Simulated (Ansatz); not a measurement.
Calculation: frozen-core CCSD(T)/cc-pVTZ // PBE0-D4/def2-TZVP run with Ansatz (a program for electronic structure). The restricted HF reference is unstable towards unrestricted orbitals.

Ansatz 0.2 input:
```yaml
crystal:
  periodic: [false, false, false]
  atoms:
    - { symbol: Si, position_ang: [2.30566, 0.274929, -0.282054] }
    - { symbol: C, position_ang: [0.623716, 0.041086, -0.062898] }
    - { symbol: C, position_ang: [-0.62368, -0.041381, 0.061929] }
    - { symbol: Si, position_ang: [-2.3056, -0.275187, 0.282353] }
    - { symbol: H, position_ang: [3.140068, 0.725536, 0.844493] }
    - { symbol: H, position_ang: [2.971737, -0.250681, -1.485576] }
    - { symbol: H, position_ang: [-2.971271, 0.250972, 1.486003] }
    - { symbol: H, position_ang: [-3.140557, -0.725069, -0.844219] }
basis:
  gaussian: { orbitals: cc-pVTZ }
correlation:
  method: ccsd_t
```

Output:

```
Functional definition: HF
1064 factors; integrals over basis functions are off by at most 1.1e-3 eV
mean field evaluation 1: about -17841.6368 eV, gradient 3.3e1 eV
mean field evaluation 2: about -17841.9279 eV, gradient 3.3e1 eV
mean field evaluation 4: about -17845.5408 eV, gradient 4.1e0 eV
mean field evaluation 8: about -17845.6265 eV, gradient 1.6e-1 eV
mean field evaluation 16: about -17843.7521 eV, gradient 2.3e1 eV
mean field evaluation 32: about -17845.2469 eV, gradient 7.2e0 eV
mean field evaluation 64: about -17840.6007 eV, gradient 2.8e0 eV
mean field -17845.62682641 eV, -655.8146896701 hartree, gradient 8.7e-6 eV, S^2 0.000000; 2 other end points of the search recorded, 0 dependent functions left out; unrestricted orbitals would lower it
12 core orbitals not correlated
reference -17845.62682641 eV, -655.8146896701 hartree; 10, 10 occupied and 162, 162 virtual orbitals, 1064 factors
second order -14.87362183 eV of doubles, -0.00000000 eV of singles
cycle   1  -15.10107439 eV  change   -2.3e-1 eV  update   1.3e-1
cycle   2  -15.66351890 eV  change   -5.6e-1 eV  update   5.0e-2
cycle   3  -15.84000439 eV  change   -1.8e-1 eV  update   2.6e-2
cycle   4  -15.83659966 eV  change    3.4e-3 eV  update   9.3e-3
cycle   5  -15.83852754 eV  change   -1.9e-3 eV  update   5.1e-3
cycle   6  -15.83892905 eV  change   -4.0e-4 eV  update   1.5e-3
cycle   7  -15.83857463 eV  change    3.5e-4 eV  update   7.5e-4
cycle   8  -15.83876320 eV  change   -1.9e-4 eV  update   3.1e-4
cycle   9  -15.83872376 eV  change    3.9e-5 eV  update   1.0e-4
cycle  10  -15.83863670 eV  change    8.7e-5 eV  update   3.8e-5
cycle  11  -15.83863994 eV  change   -3.2e-6 eV  update   1.3e-5
perturbative correction -0.99202383 eV, -0.0364562032 hartree
Total energy: -17862.45749018 eV, -656.4332051555 hartree
```

Cost: about 50 core-seconds (a rough figure).
